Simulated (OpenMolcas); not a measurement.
d4 ions of charge +4 down a group on the Ge site of Cs2GeF6

- Program: OpenMolcas 26.06
- Method: SS-CASPT2, IPEA 0.25 Eh, imaginary shift 0.1 Eh
- Spin-orbit coupling: state interaction with AMFI integrals over the reference wave functions

The d shell is active; CASPT2 correlates the ligand valence shells and the outer metal core. Each dopant is a cluster with its nearest anions in model potentials and point charges, with no relaxation. Distances were set from a Shannon-type radius of the metal (high-spin where two are listed) plus a fixed donor radius (F 1.31 Å), in hosts weighted 0.65 to 0.35 with the host's distance in the model lattice. Ligand basis ANO-RCC-VDZP, DKH2 Hamiltonian. States (labels of O, the rotations of Oh). Energies in cm-1 above the lowest state or level, χT in cm3 K/mol; under a threefold ground state the first gap can be a small split of the lowest multiplet, not the spin-orbit step. Spin-only χT is S(S+1) / 2 for the spin of the ground state.

```csv
Ion,Shell,R (Å),Metal basis,Ground state,First state of that spin,First gap with spin-orbit (degeneracies),χT at 300 K,First state of another spin,Spin-only χT
Fe4+,3d4,1.863,ANO-RCC-VTZP,3T1,3E 16340,"270 (1, 3)",1.669,5E 5170,1.000
Ru4+,4d4,1.886,ANO-RCC-VTZP,3T1,3E 29030,"790 (1, 3)",1.006,1T2 6340,1.000
Os4+,5d4,1.892,ANO-RCC-VTZP,3T1,3E 35250,"3910 (1, 3)",0.186,1T2 6440,1.000
```

Below the highest spin of the shell: Fe4+, Ru4+, Os4+. χT departs most from the spin-only value for Os4+, by -0.814 cm3 K/mol.

Roots that are degenerate in the reference are averaged as groups; the widest CASPT2 spread within a group is 1100 cm-1 (the 3-fold group of multiplicity 1 near 55400 cm-1 above the lowest state of its run, Fe4+). Shifts and gaps below about the spread of the groups concerned are not significant. Over all roots computed the reference weight is 0.61 to 0.67 in Fe4+, 0.67 to 0.70 in Ru4+, 0.69 to 0.72 in Os4+; the roots of lowest weight are the least certain, and an intruder state may touch them. Ligand-to-metal charge-transfer states are missing. With no ligand orbital active B as a rule stays too high, so bands that hang on it stand too high and its fall with covalency is understated. With one d shell and no ligand orbital active, 10Dq can be off by a tenth or more. An orbital triplet at a regular site is open to Jahn-Teller coupling, which can distort the site and quench the lowest spin-orbit gaps and is left out (holds for Fe4+; Ru4+). This shell can be high or low spin here, a state of another spin lies low, and with metal d orbitals alone active their balance is uncertain, so the ground spin may be wrong, although the usual error favours high spin (holds for Fe4+). The least metal-like active orbital is 77 % on the metal (Löwdin) and no ligand orbital is active, so the numbers are rough (holds for Fe4+). The least metal-like active orbital is 74 % on the metal (Löwdin) and no ligand orbital is active, so the numbers are rough (holds for Ru4+). The least metal-like active orbital is 73 % on the metal (Löwdin) and no ligand orbital is active, so the numbers are rough (holds for Os4+). No measured value stands beside these numbers; the geometry was set by hand and not optimised.
